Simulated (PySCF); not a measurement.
**From computed data to an observable: oscillator strength and radiative lifetime**

Al(I)(OH)(OMe) (CH4AlIO2), SMILES C[O][Al]([OH])[I].

The structure is a stationary point at B3LYP-D3(BJ)/def2-SVP. The structure was generated by enumeration; whether it is a known compound was not checked. The def2 effective core potentials stand for the cores of I; spin–orbit coupling is left out. The values are those of a single conformer.

TDA-PBE0/def2-SVPD (PySCF) puts the first singlet state with f over 0.02 at 5.51 eV (vertical), with the transition dipole (-0.387, -0.192, 0.000) in atomic units.

Question: Find the oscillator strength, the wavelength and the radiative lifetime that this transition would have in vacuum if emission retraced absorption.

Answer: 
|μ|² = 0.1866 au, so |μ| = 1.10 D. ΔE = 5.51/27.211 = 0.2025 hartree. f = (2/3) ΔE |μ|² = 0.025 (the program prints 0.025).
λ = 1239.84/5.51 = 225 nm; ν = 44441 cm⁻¹.
Einstein's coefficient A = 0.6670 ν² f s⁻¹ (ν in cm⁻¹) = 3.3e7 s⁻¹, so τ = 1/A = 30 ns. This state is S1. The figure is the radiative limit of this one transition; relaxation, internal conversion, crossing to triplets and a medium change what is measured.
